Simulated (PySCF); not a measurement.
# Assigning NMR signals

Bonds (- single, = double, # triple, : aromatic): O1=C2 1.199 Å, C2-O3 1.358 Å, O3-C4 1.411 Å, C4-C5 1.495 Å, C5=C6 1.333 Å, C6-Si7 1.879 Å, C6-C2 1.479 Å. C4 carries H8, H9; C5 carries H10; Si7 carries H11, H12, H13.

Method: coordinates at the GFN2-xTB level, shielding tensors at PBE0/pcSseg-1 (GIAO), in PySCF 2.14 (isolated molecule, single conformer, non-relativistic, averaged over atoms made equivalent by symmetry, fast rotation or ring inversion).

δ = σ(ref) − σ, references computed at the same level: $^{13}$C and $^{1}$H against TMS.

(1) Assign these signals to the numbered atoms. $^{13}$C{$^{1}$H} NMR (computed): δ 180.1 (C), 170.1 (CH), 137.3 (C), 76.5 (CH2).

(2) Assign these signals to the numbered atoms. $^{1}$H NMR (400 MHz, computed): δ 7.81 (t, 1H), 5.00 (m, 2H), 4.27 (s, 3H).

## Answers

(1) 
| δ (ppm) | atoms | environment | reason |
| --- | --- | --- | --- |
| 180.1 | C2 | ester carbonyl carbon | lone-pair donation from the attached heteroatom keeps it upfield of a ketone carbonyl |
| 170.1 | C5 | β carbon of a C=C–C=O unit | conjugation with the carbonyl draws π density from the β position |
| 137.3 | C6 | α carbon of a C=C–C=O unit | an sp2 carbon of a C=C bond |
| 76.5 | C4 | allylic sp3 CH2 bonded to O | pulled downfield by the heteroatom |

(2) 
| δ (ppm) | atoms | environment | reason |
| --- | --- | --- | --- |
| 7.81 | H10 | hydrogen on a β carbon of a C=C–C=O unit | olefinic region |
| 5.00 | H8/H9 | hydrogen on an allylic sp3 CH2 bonded to O | its carbon carries O, an electronegative neighbour |
| 4.27 | H11/H12/H13 | hydrogen on a silicon bonded to C | – |

Shifts are as computed. Against solution values, carbons near 30 ppm lie about +3 ppm off and those near 130 ppm about +5 ppm. Of 1211 compounds with measured shifts, 218 miss one by over three times the rms of a fit or turn the order of signals round; such compounds aren't used in these exercises. Multiplicities follow the n + 1 count of equivalent neighbours, as no J values were calculated; m marks all less simple cases, F and P coupling included.
